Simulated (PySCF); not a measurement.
**Do core-level shifts follow atomic charges?**

Species: C7H12P (charge +1).
SMILES with atom numbers: `[CH3:1][C@H:2]1[CH:3]=[CH:4][P@H+:5]([CH3:6])[CH:7]=[CH:8]1`

Binding energies: delta-SCF UKS SCAN, pcX-2 on the ionised atom, pcseg-1 elsewhere, spin-free X2C in PySCF 2.14.0. Charges: PBE0/pcSseg-1 ground-state density, for the ionised atom.

| atom | environment | C 1s (eV) | Mulliken (e) | IAO (e) | Hirshfeld (e) | ESP (e) |
| --- | --- | --- | --- | --- | --- | --- |
| C1 | methyl carbon | 294.44 | -0.233 | -0.405 | -0.093 | -0.534 |
| C4 | alkene CH carbon | 295.06 | -0.390 | -0.427 | -0.090 | -0.467 |
| C3 | alkene CH carbon | 295.38 | +0.003 | -0.053 | +0.028 | -0.075 |
| C6 | sp3 carbon bound to phosphorus | 295.45 | -0.470 | -0.644 | -0.120 | -0.707 |
| C2 | allylic carbon | 295.46 | -0.349 | -0.132 | -0.010 | +0.249 |

Problem. How well does each charge scheme correlate with the binding energies over these sites?

Solution. ESP: r = 0.42, slope 0.5 eV per e; Hirshfeld: r = 0.40, slope 2.7 eV per e; IAO: r = 0.22, slope 0.4 eV per e; Mulliken: r = -0.11, slope -0.3 eV per e. On 5 points no scheme stands out.

Problem. The point-charge model writes a binding energy as kq + V + constant, with V the potential of the other atoms' charges at the site. What does it give with the ESP charges?

Solution. V = Σ 14.40 eV Å × q/r over all other atoms: +11.43 eV at C1, +10.81 eV at C4, +4.95 eV at C3, +15.69 eV at C6, +1.09 eV at C2. Fitting binding energy − V to q gives k = 15.2 eV per e and leaves an rms residual of 0.42 eV, against 0.35 eV for the fit on q alone. The model has no term for differences in relaxation between sites.

The unrestricted hole states depart most from a pure doublet (⟨S²⟩ = 0.75; over 0.85 named) for C 1s of C3/C8 (0.86), which makes this value less certain. The species carries charge +1, so core ionisation leaves charge +2. Isolated species at its PBE0-D3(BJ)/def2-SVP geometry, gas phase.
